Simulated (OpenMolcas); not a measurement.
## How basis sets differ on C2H5BClF (SMILES BC(F)CCl)

The species is C2H5BClF (10 atoms), meant as a singlet with charge 0. As SMILES, `BC(F)CCl`. Geometry: relaxed at PBE0-D4/def2-TZVP. This is one conformer, not always the lowest.

| atom | x (Å) | y (Å) | z (Å) |
| --- | --- | --- | --- |
| B | -1.3092 | -0.7117 | -0.2812 |
| C | 0.1789 | -0.4968 | 0.1265 |
| F | 0.5203 | -1.0803 | 1.3360 |
| C | 0.6553 | 0.9349 | 0.1000 |
| Cl | 2.4287 | 1.0678 | 0.2063 |
| H | -2.0103 | -1.4508 | 0.3369 |
| H | -1.7074 | -0.1723 | -1.2706 |
| H | 0.7285 | -1.0462 | -0.6651 |
| H | 0.2485 | 1.4918 | 0.9437 |
| H | 0.3498 | 1.4128 | -0.8297 |

Each level gives the dipole moment (D). The values are calculated.

```csv
level,kind,program,value (D)
HF/ANO-RCC-MB (DKH2),Hartree–Fock,OpenMolcas,3.05
HF/STO-3G,Hartree–Fock,OpenMolcas,2.81
HF/3-21G,Hartree–Fock,OpenMolcas,3.44
HF/def2-SVP,Hartree–Fock,OpenMolcas,3.02
```

The values span 2.81 to 3.44 D. Magnitudes only. Sets without polarisation functions give poor dipoles.
